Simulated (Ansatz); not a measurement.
Geometry optimisation, Ansatz, RKS LDA/def2-SVP.

input.yaml

```yaml
crystal:
  periodic: [false, false, false]
  atoms:
    - { symbol: B, position_ang: [-0.095306, 0.670212, -0.44745] }
    - { symbol: H, position_ang: [-0.209458, -0.162899, 1.798018] }
    - { symbol: "N", position_ang: [1.187622, 0.109487, -0.613662] }
    - { symbol: H, position_ang: [1.344427, -0.834301, -0.974362] }
    - { symbol: H, position_ang: [2.047524, 0.623706, -0.425878] }
    - { symbol: "N", position_ang: [-1.268988, -0.000898, -0.844762] }
    - { symbol: H, position_ang: [-1.267246, -0.914885, -1.303094] }
    - { symbol: H, position_ang: [-2.202875, 0.366432, -0.659647] }
    - { symbol: P, position_ang: [-0.220962, 2.498391, 0.127345] }
    - { symbol: H, position_ang: [-1.493127, 2.366762, 0.804305] }
    - { symbol: H, position_ang: [0.514484, 2.331942, 1.360823] }
    - { symbol: H, position_ang: [-0.391595, 0.539851, 1.872565] }
basis:
  gaussian: { orbitals: def2-SVP }
hamiltonian:
  xc: lda
relax:
  f_tol: 0.03
  max_steps: 50
output:
  orbitals: {}
```

Launched with:

```bash
$ ansatz run input.yaml --threads 2 --pin off --max-ram 3072MiB --backend cpu --events-out ev --progress --plain --runs-dir out
```

Task: Where does it end, and by what steps?

Result: The run converged. The force dipped under the threshold on the way, but the program's further checks kept it going. After 12 steps the energy has fallen by 0.193 eV; H2 moved furthest, 0.89 Å.

| step | energy less start (eV) | largest force component (eV/Å) | accepted |
| --- | --- | --- | --- |
| 0 | 0.0000 | 2.075 | yes |
| 1 | -0.1334 | 0.237 | yes |
| 2 | -0.1626 | 0.147 | yes |
| 3 | -0.1680 | 0.115 | yes |
| 4 | -0.1731 | 0.173 | yes |
| 5 | -0.1783 | 0.346 | yes |
| 6 | -0.1784 | 0.589 | yes |
| 7 | -0.1913 | 0.040 | yes |
| 8 | -0.1918 | 0.042 | yes |
| 9 | -0.1923 | 0.024 | yes |
| 10 | -0.1926 | 0.039 | yes |
| 11 | -0.1927 | 0.031 | yes |
| 12 | -0.1929 | 0.017 | yes |

```xyz
12
Properties=species:S:1:pos:R:3
B -0.099 0.700 -0.578
H -0.420 -0.185 2.657
N 1.193 0.166 -0.750
H 1.374 -0.751 -1.165
H 2.038 0.665 -0.474
N -1.265 0.010 -0.964
H -1.255 -0.915 -1.400
H -2.201 0.392 -0.834
P -0.269 2.527 0.063
H -1.404 2.273 0.918
H 0.661 2.382 1.156
H -0.408 0.331 2.065
```

Whether the end is a true minimum wasn't checked by a vibrational analysis.

Time of the run: 16 s on 2 threads of Arm Neoverse V2, with other jobs on the host, peak memory 0.13 GiB.
